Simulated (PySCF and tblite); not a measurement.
Values are calculated unless marked as measured or tabulated.
C₈H₁₀O₂S, numbered as in [CH3:1][S:2](=[O:3])(=[O:4])[CH2:5][c:6]1[cH:7][cH:8][cH:9][cH:10][cH:11]1.

Free energies: PBE0-D3(BJ)/pcSseg-1 (IEF-PCM, chloroform) on GFN2-xTB structures plus GFN2-xTB thermal terms, symmetry and mirror images included. Conformers within 3 kcal/mol (GFN2-xTB free energy) were kept, 10 at most. GIAO shieldings: PBE0/pcSseg-1 (IEF-PCM, chloroform). Shifts are against TMS (¹H), TMS (¹³C) at the same level. Programs: PySCF with density fitting and tblite.

Torsions listed: O3–S2–C5–C6, S2–C5–C6–C7. Of a mirror pair one member is shown.

```tsv
conformer	shape	symmetry	E(GFN2) kcal/mol	E(DFT) kcal/mol
1	65°, -70°	C1 (pair)	0.00	0.00
2	-65°, -88°	Cs	1.04	1.03
```

Question: How much do the weights at 298.15 K and the averaged shift of H1 depend on how the conformers are weighted?

Answer: 
```csv
weighting,1 (%),2 (%),δ (ppm),rms dipole (D)
"DFT energy with thermal terms, symmetry and mirror images (full scheme)",87,13,2.27,5.58
DFT energy with symmetry and mirror images,92,8,2.23,5.61
bare DFT energy,85,15,2.28,5.56
GFN2-xTB energy with symmetry and mirror images,92,8,2.23,5.61
GFN2-xTB free energy,87,13,2.27,5.58
leading conformer alone,100,0,2.17,5.66
equal weights,50,50,2.55,5.32
"full scheme, search stopped after three starts",100,0,2.17,5.66
```

The largest departure from the full scheme, 0.28 ppm, comes with: equal weights.


Conformer gaps in pcSseg-1 on xTB geometries can be 2 kcal/mol off for S=O, P=O and other polar bonds.